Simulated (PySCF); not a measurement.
Electron correlation in Co (cobalt, neutral)

[Ar] 3d6 4s2 4p1, one real determinant (an excited configuration). Computed with PySCF 2.14 in ANO-RCC-VTZP (6s5p3d2f1g, 59 functions), with scalar relativity by spin-free X2C-1e. Frozen: [Ne]; 17 electrons correlated.

MP2 pair energies summed by pair of shells (mhartree):

```csv
pair,energy,share (%)
3p-3d,-170.13,36.5
3d-3d,-113.30,24.3
3p-3p,-65.68,14.1
3d-4s,-31.77,6.8
3s-3p,-18.49,4.0
3s-3d,-15.76,3.4
4s-4s,-14.02,3.0
3p-4s,-12.74,2.7
4s-4p,-9.74,2.1
3d-4p,-6.66,1.4
3p-4p,-3.17,0.7
3s-3s,-2.86,0.6
3s-4s,-0.94,0.2
3s-4p,-0.23,0.1
```

Total MP2 correlation energy: -465.52 mhartree.

Same-spin part -159.65 and opposite-spin part -305.87 mhartree; SCS-MP2 scales them by 1/3 and 6/5 to -420.26 mhartree.

The basis was made for the ground configuration and has no added diffuse functions, which can raise the energy of the promoted electron.

The reference is one real determinant that mixes LS terms of this configuration.
